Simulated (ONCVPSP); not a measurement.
Before and after: ONCV potential for gallium

```json
{
  "Element": "gallium",
  "Generator": "ONCVPSP 4.0.1",
  "Type": "optimised norm-conserving Vanderbilt (ONCV)",
  "Functional": "LDA (Perdew-Zunger)",
  "Relativity": "scalar-relativistic",
  "Frozen core": "[Ne]",
  "Valence charge": "21",
  "Reference configuration": "3s2 3p6 3d10 4s2 (charge +1)",
  "Partial waves": "3s+4s: rc 0.90 bohr, ncon 4, nbas 7, qcut 15.3 1/bohr, 2 projectors; 3p: rc 0.75 bohr, ncon 4, nbas 9, qcut 10.7 1/bohr, 3 projectors, debl 2.6 Ha; 3d: rc 0.65 bohr, ncon 3, nbas 7, qcut 12.3 1/bohr, 1 projector",
  "Local potential": "polynomial inside 0.40 bohr (lpopt 5, dvloc0 -1 Ha)",
  "Core correction": "polynomial model core, fcfact 0.45"
}
```

In the p channel the program set the typed energies aside and used -3.933, 0.250, 2.850 Ha.

Change: all radii but the core radius scaled by about 0.77 (s 0.70, p 0.58, d 0.50 bohr); local potential polynomial inside 0.32 bohr (lpopt 5, dvloc0 -1 Ha).

Cutoffs: the cutoffs (Ha) at which the residual kinetic energy of the hardest occupied pseudo-wave falls to 1 and 0.1 mHa per electron; they do not see the model core or the augmentation charge, which bear on the density cutoff. Errors are all-electron minus pseudo energies relative to the spin-unpolarised reference configuration.

What does the change do?

A bound ghost appears in p, s, which as a rule spoils a file; of the 4 tests that both files solve, the error grows in 0 and shrinks in 2 by more than 15 % and 0.3 meV (median size 1.5 → 0.5 meV).

| quantity | base | changed |
| --- | --- | --- |
| bound ghosts | none | s, p |
| GHOST(+) flags under 300 eV | none | none |
| error for 3s2 3p6 3d10 4s2 4p1, meV [ΔE -5.89 eV] | +0.6 | +0.5 |
| error for 3s2 3p6 3d10 4s1, meV [ΔE 21.50 eV] | -1.3 | -0.4 |
| error for 3s2 3p6 3d10 4s0, meV [ΔE 53.10 eV] | -1.7 | -0.2 |
| error for 3s2 3p6 3d9 4s0, meV [ΔE 117.33 eV] | -73 | -66 |
| rms error of d²Exc/dni dnj with the model core, mHa | 1.25 | 1.05 |

 A true bound ghost makes a file unfit for plane-wave use even where its test errors are small: the radial tests pick states by their node count and pass the ghost by.
